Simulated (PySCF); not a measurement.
SMILES B[SiH2][Si](F)(F)F (H4BF3Si2) at its PBE0/def2-SVP optimised geometry (Å):

```
10

B      1.5372    -1.3420    -1.7070
Si     1.2782    -0.3278     0.0000
Si    -1.0598    -0.3278     0.0000
F     -1.7208     1.1369     0.0000
F     -1.7119    -1.1369     1.2257
F     -1.5689    -1.0588    -1.3482
H      1.5560    -2.5480    -1.7010
H      1.5933    -0.7606    -2.7622
H      1.7208     1.0985     0.0007
H      1.7163    -1.0133     1.2523
```

Computed with PBE0/def2-TZVP (PySCF). Cells within 0.4 Å of a nucleus heavier than hydrogen are left out (blank, or x).

Map of the electrostatic potential (hartree/e), clipped to [-0.08, 0.12] on the plane z = 0.0 Å:

```
|1111111111111111122222222|
|1111111111111111222222222|
|1110000001111112222222222|
|1000000000111122222222222|
|0000000000111122222222222|
|0000000000011222233222222|
|0000014631112223455432222|
|0000199996223335999632222|
|000029xx99544458999943222|
|000039xx99997799999953322|
|1111399999999999999964332|
|1112599999999999999985433|
|112379999x999999x99996433|
|11248999xxx9999xxx9997433|
|112479999x999999x99996443|
|1123599999999999999985433|
|1112369999999999999964433|
|1111236999999999997544333|
|1111123467776666654433333|
|1111111234444444433333322|
|1111111123333333322222222|
|1111111122223322222222222|
|1111111112222222222222222|
|1111111111222222222222222|
|1111111111122222222222222|
```
Scale: ten equal steps from -0.026 (start of '0') to 0.120 (end of '9'), in the order '0123456789'; x runs from -4.00 to 4.00, y from -4.00 (bottom) to 4.00 (top).
